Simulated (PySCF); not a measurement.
MoOBr3, SMILES [Mo]([Br])(=[O])([Br])[Br] (connectivity only; charge and spin as stated), neutral, multiplicity 2.

The structure is a stationary point at B3LYP-D3(BJ)/def2-SVP. The spin state was assumed, not searched. The def2 effective core potentials stand for the cores of Mo; spin–orbit coupling is left out.

These are PBE/def2-TZVP (PySCF) values and carry that method's errors.

Gas-phase values at a fixed geometry.

- total energy: -7864.95048 hartree
- point group: Cs
- α spin, highest occupied and lowest empty level: -5.49 and -4.98 eV
- β spin, highest occupied and lowest empty level: -7.45 and -4.72 eV
- dipole moment: 0.83 D
- quadrupole, principal values (traceless, Buckingham form, about the centre of nuclear charge): -3.16, 1.37, 1.79 D·Å
- mean static polarisability: 111.5 bohr³ (16.52 Å³)
- polarisability, principal values: 86.8, 120.6, 127.0 bohr³
- ⟨S²⟩: 0.754 (pure state 0.75)
